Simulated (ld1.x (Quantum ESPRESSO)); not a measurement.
**V (Z = 23), ultrasoft: configuration errors across variants**

```json
{
  "Element": "V (Z = 23)",
  "Generator": "ld1.x (Quantum ESPRESSO) 7.5",
  "Type": "ultrasoft",
  "Functional": "PBE",
  "Relativity": "scalar-relativistic",
  "Frozen core": "[Ar]",
  "Valence charge": "5",
  "Reference configuration": "3d3 4s2 4p0",
  "Partial waves": "4s (bound): rcut 2.35, rcutus 2.75 bohr; 4s channel at 1.25 Ry: rcut 2.35, rcutus 2.75 bohr; 4p (bound, empty): rcut 3.25, rcutus 3.75 bohr; 4p channel at 0.85 Ry: rcut 3.25, rcutus 3.75 bohr; 3d (bound): rcut 1.40, rcutus 1.80 bohr; 3d channel at 4.1 Ry: rcut 1.40, rcutus 1.80 bohr",
  "Local potential": "all-electron potential smoothed inside 2.80 bohr (lloc = -1)",
  "Core correction": "a·sin(br)/r model core inside 1.25 bohr",
  "Augmentation charge": "PSQ, inside the norm-conserving radii"
}
```

All-electron excitation energies from the reference (eV): (1) 3d3 4s1 4p0 7.735; (2) 3d3 4s0 4p0 22.031; (3) 3d2 4s0 4p0 50.928; (4) 3d3 4s0 4p2 6.855; (5) 3d2 4s2 4p0 10.974; (6) 3d2 4s2 4p1 5.778; (7) 3d1 4s0 4p0 96.802.

Errors AE − PS in meV (a dash: test not solved or not reliable):

| change | (1) | (2) | (3) | (4) | (5) | (6) | (7) | bound ghosts |
| --- | --- | --- | --- | --- | --- | --- | --- | --- |
| base | -5.9 | -39 | -460 | +2.2 | -299 | -336 | -2276 | none |
| waves 3d (bound): rcut 1.28, rcutus 1.36 bohr; 3d channel at 4.1 Ry: rcut 1.28, rcutus 1.36 bohr | -5.0 | -31 | -471 | +4.5 | -344 | -385 | -2678 | none |
| waves 3d (bound): rcut 1.40, rcutus 1.56 bohr; 3d channel at 4.1 Ry: rcut 1.40, rcutus 1.56 bohr | -5.0 | -31 | -463 | +4.4 | -336 | -376 | -2660 | none |
| waves 3d (bound): rcut 1.40, rcutus 1.70 bohr; 3d channel at 4.1 Ry: rcut 1.40, rcutus 1.70 bohr | -5.3 | -35 | -443 | +3.3 | -294 | -331 | -2265 | none |
| waves 3d (bound): rcut 1.40, rcutus 1.86 bohr; 3d channel at 4.1 Ry: rcut 1.40, rcutus 1.86 bohr | -6.4 | -43 | -474 | +1.3 | -304 | -340 | -2283 | none |
| waves 3d (bound): rcut 1.40, rcutus 2.06 bohr; 3d channel at 4.1 Ry: rcut 1.40, rcutus 2.06 bohr | -5.9 | -39 | -469 | +2.3 | -307 | -343 | -2313 | none |
| waves 3d (bound): rcut 1.40, rcutus 2.20 bohr; 3d channel at 4.1 Ry: rcut 1.40, rcutus 2.20 bohr | -4.9 | -32 | -436 | +3.9 | -296 | -334 | -2299 | none |
| waves 3d (bound): rcut 1.40, rcutus 2.40 bohr; 3d channel at 4.1 Ry: rcut 1.40, rcutus 2.40 bohr | -9.2 | -61 | -583 | -3.5 | -357 | -389 | -2473 | none |
| waves 3d (bound): rcut 1.40, rcutus 2.52 bohr; 3d channel at 4.1 Ry: rcut 1.40, rcutus 2.52 bohr | -5.5 | -33 | -442 | +3.8 | -310 | -349 | -2403 | none |
| waves 3d (bound): rcut 1.40, rcutus 2.74 bohr; 3d channel at 4.1 Ry: rcut 1.40, rcutus 2.74 bohr | – | – | – | – | – | – | – | none |

Task: Give the same row for: waves 3d (bound): rcut 1.14, rcutus 1.20 bohr; 3d channel at 4.1 Ry: rcut 1.14, rcutus 1.20 bohr.

Result: -4.8, -30, -464, +4.7, -336, -376, -2605; bound ghosts: none.
